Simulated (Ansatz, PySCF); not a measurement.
This singlet lies 2.24 eV below the relaxed triplet at the level frozen-core CCSD(T)/cc-pVTZ // PBE0-D3(BJ)/def2-TZVP (Ansatz, an electronic-structure program).

Cartesian coordinates (Å):
```xyz
6

N      2.4960    -0.6121     0.4756
C      1.5686     0.0417     0.2599
Ge     0.0862     1.3325    -0.0945
N     -1.1254     0.0083    -0.3007
H     -0.9347    -0.9789    -0.2260
H     -2.0908     0.2084    -0.5089
```
Charge 0, multiplicity 1.

Problem. Predict the HOMO–LUMO gap, HOMO, total energy, LUMO and dipole moment from PBE0-D3(BJ)/def2-TZVP in PySCF.

Solution. 
```
Property              Result
-------------  -------------
HOMO–LUMO gap        5.39 eV
HOMO                -7.95 eV
total energy   -2225.4382 Ha
LUMO                -2.55 eV
dipole moment         4.57 D
```
